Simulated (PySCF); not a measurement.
C4H4BNO, SMILES C#C[C@@H]1N=CB1O.

The structure is a stationary point at PBE0-D3(BJ)/def2-SVP. The structure was generated by enumeration; whether it is a known compound was not checked. The values are those of a single conformer.

The numbers are results of TDDFT-PBE/def2-SVPD run with PySCF, not measurements.

Vertical excitations. Gas-phase values at a fixed geometry.

```json
[
 {"state": "S1", "energy (eV)": "3.54", "λ (nm)": "351", "f": "0.015", "main pairs": "HOMO→LUMO 91 %"},
 {"state": "S2", "energy (eV)": "3.92", "λ (nm)": "317", "f": "0.001", "main pairs": "HOMO−1→LUMO 86 %"},
 {"state": "S3", "energy (eV)": "4.43", "λ (nm)": "280", "f": "0.006", "main pairs": "HOMO−2→LUMO 91 %"},
 {"state": "S4", "energy (eV)": "5.39", "λ (nm)": "230", "f": "0.006", "main pairs": "HOMO→LUMO+1 89 %"},
 {"state": "S5", "energy (eV)": "5.58", "λ (nm)": "222", "f": "0.010", "main pairs": "HOMO→LUMO+2 47 %, HOMO−3→LUMO 25 %, HOMO−4→LUMO 20 %"},
 {"state": "S6", "energy (eV)": "5.60", "λ (nm)": "221", "f": "0.008", "main pairs": "HOMO→LUMO+2 39 %, HOMO−4→LUMO 33 %, HOMO−3→LUMO 20 %"},
 {"state": "S7", "energy (eV)": "5.86", "λ (nm)": "212", "f": "0.017", "main pairs": "HOMO−1→LUMO+1 55 %, HOMO→LUMO+3 36 %"},
 {"state": "S8", "energy (eV)": "5.91", "λ (nm)": "210", "f": "0.021", "main pairs": "HOMO→LUMO+3 48 %, HOMO−1→LUMO+1 42 %"},
 {"state": "S9", "energy (eV)": "6.11", "λ (nm)": "203", "f": "0.014", "main pairs": "HOMO−1→LUMO+2 82 %"},
 {"state": "S10", "energy (eV)": "6.29", "λ (nm)": "197", "f": "0.006", "main pairs": "HOMO−1→LUMO+3 61 %, HOMO→LUMO+4 15 %, HOMO−2→LUMO+1 10 %"},
 {"state": "T1", "energy (eV)": "2.83", "λ (nm)": "437", "f": "0", "main pairs": "HOMO→LUMO 95 %"},
 {"state": "T2", "energy (eV)": "3.63", "λ (nm)": "341", "f": "0", "main pairs": "HOMO−1→LUMO 93 %"},
 {"state": "T3", "energy (eV)": "4.13", "λ (nm)": "300", "f": "0", "main pairs": "HOMO−2→LUMO 95 %"},
 {"state": "T4", "energy (eV)": "4.54", "λ (nm)": "273", "f": "0", "main pairs": "HOMO−3→LUMO 71 %, HOMO−4→LUMO 25 %"}
]
```
Triplets are in the Tamm–Dancoff approximation, which puts them higher than full response would, so one can lie above its singlet here.
